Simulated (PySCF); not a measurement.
Se(iPr)(SH) (C3H8SSe), SMILES CC([Se]S)C. Geometry: PBE0-D3(BJ)/def2-SVP. The values are those of a single conformer.

Computed equilibrium geometry at PBE0-D3(BJ)/def2-SVP (PySCF confirms it by a frequency run) as a Z-matrix (one conformer of several):
```
C
H 1 1.1014
C 1 1.5137 2 110.23
H 3 1.1000 1 111.13 2 59.40
H 3 1.1011 4 108.32 1 -122.17
H 3 1.1031 4 107.94 5 -117.03
C 1 1.5201 2 109.77 3 -125.59
H 7 1.1006 1 112.06 2 -55.02
H 7 1.1018 8 107.81 1 -120.99
H 7 1.1022 8 108.31 9 -115.98
Se 1 1.9810 2 105.10 7 -113.64
S 11 2.2020 1 100.57 2 -60.83
H 12 1.3550 11 98.02 1 87.59
```
